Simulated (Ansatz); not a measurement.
Coupled-cluster diagnostics for the cluster ZnCu₃, Ansatz.

Geometry of the doublet (B3LYP-D4/def2-SVP):

```xyz
4

Cu    1.037    0.244   -0.612
Cu   -1.032   -0.194    0.639
Cu    0.191    1.784    0.941
Zn   -0.197   -1.834   -0.967
```

Correlated methods freeze 36 core orbitals. The structure comes from a short search, and lower isomers may exist.

Geometry of the charge 0 quartet (B3LYP-D4/def2-SVP):

| atom | x (Å) | y (Å) | z (Å) |
| --- | --- | --- | --- |
| Cu1 | -0.678 | -0.553 | 1.213 |
| Cu2 | -0.691 | 1.252 | -0.437 |
| Cu3 | 1.429 | 0.302 | 0.320 |
| Zn4 | -0.060 | -1.002 | -1.096 |

Problem. Estimate the CCSD(T) correlation energy, the shares of MP2 and (T), T1 and the reference's ⟨S²⟩ for: charge 0, doublet, own geometry in def2-SVP; charge 0, quartet, own geometry in def2-SVP; and the rough time on 4 threads of Intel Xeon on a shared host.

Solution. 
| state | basis | correlation (eV) | MP2 share (%) | (T) share (%) | T1 | ⟨S²⟩ (pure) | wall time |
| --- | --- | --- | --- | --- | --- | --- | --- |
| charge 0, doublet, own geometry | def2-SVP | -32.313 | 105.3 | 5.1 | 0.027 | 0.82 (0.75) | 38 s |
| charge 0, quartet, own geometry | def2-SVP | -31.939 | 105.8 | 5.1 | 0.028 | 3.81 (3.75) | 35 s |
Customary marks for T1 are 0.02 (closed shells), 0.045 (open shells) and about 0.05 (3d metals). T1 exceeds 0.02 in 2 of 2 rows and 0.045 in 0; the higher it lies, the less the single-reference result can be trusted.
